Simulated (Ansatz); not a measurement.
Start from `[CH3][In]([F])[Cl]` and change one atom or group to get `C#[C][In]([F])[Cl]`.

Ansatz, PBE0-D4/def2-TZVP geometries, multiplicity 1. 

Elements past krypton have def2 core potentials.

```tsv
property	`[CH3][In]([F])[Cl]`
HOMO energy (B3LYP/def2-TZVPP) / eV	-8.46
LUMO energy (PBE0/def2-TZVPP) / eV	-1.64
LUMO energy (B3LYP/def2-TZVPP) / eV	-1.97
HOMO–LUMO gap (ωB97M-V/def2-TZVPP) / eV	11.09
size of the dipole moment (PBE/def2-TZVPP) / D	4.00
zero-point energy (PBE0-D4/def2-TZVP) / kJ/mol	101.0
```

**Question.** What does the change do to each property? (Estimate.)

**Answer.** Ansatz gave: 
| property | `C#[C][In]([F])[Cl]` | shift |
| --- | --- | --- |
| HOMO energy (B3LYP/def2-TZVPP) / eV | -8.69 | -0.23 |
| LUMO energy (PBE0/def2-TZVPP) / eV | -1.98 | -0.34 |
| LUMO energy (B3LYP/def2-TZVPP) / eV | -2.29 | -0.32 |
| HOMO–LUMO gap (ωB97M-V/def2-TZVPP) / eV | 10.93 | -0.16 |
| size of the dipole moment (PBE/def2-TZVPP) / D | 3.05 | -0.95 |
| zero-point energy (PBE0-D4/def2-TZVP) / kJ/mol | 55.4 | -45.6 |

With PBE0 the HOMO falls by 0.23 eV and the LUMO falls by 0.34 eV, so the gap narrows by about 0.11 eV. PBE moves the HOMO by -0.35 eV and ωB97M-V by -0.28 eV. The zero-point energy changes by -45.6 kJ/mol with -3 modes. Dipoles are sizes alone; their direction can turn.

B3LYP here is the variant with VWN-RPA as its local correlation; programs differ in this.
